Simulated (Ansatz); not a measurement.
Species: bromo(trifluoro)germane, sum formula GeBrF3 (charge 0, singlet). SMILES: [F][Ge]([F])([F])[Br]
Geometry from a B3LYP-D3(BJ)/def2-TZVP (Ansatz, a first-principles code) optimisation:
```
Ge
F 1 1.7117
F 1 1.7117 2 107.12
F 1 1.7117 2 107.12 3 114.65
Br 1 2.2555 2 111.73 3 -122.67
```

Property: vertical triplet-singlet gap (E(triplet) - E(singlet); each state is the SCF solution reached for its spin; the molecule has degenerate orbitals, so one determinant may break the symmetry), in kcal/mol. Cores are frozen in the correlated levels unless marked. Open shells are spin-unrestricted. No spin-orbit coupling. The frozen core is the preceding noble-gas configuration, with the filled d and f shells of earlier blocks. No relativistic terms. Basis-set limits of correlation are two-point, X^-3; Hartree-Fock from the larger set. [CCSD(T)-MP2]/basis is that difference in the basis named.

```csv
level,program,vertical triplet-singlet gap (kcal/mol)
SVWN5/def2-TZVPD,Ansatz,…
PBE/def2-TZVPD,Ansatz,126.6
r2SCAN/def2-TZVPD,Ansatz,133.2
wB97X-V/def2-TZVPD,Ansatz,…
"RI-MP2/CBS(aug-cc-pVTZ,aug-cc-pVQZ)+[CCSD(T)-MP2]/aug-cc-pVTZ",Ansatz,145.3
```

Q: Complete the blanks.

A: 
- SVWN5/def2-TZVPD, vertical triplet-singlet gap (kcal/mol): 126.5
- wB97X-V/def2-TZVPD, vertical triplet-singlet gap (kcal/mol): 138.5
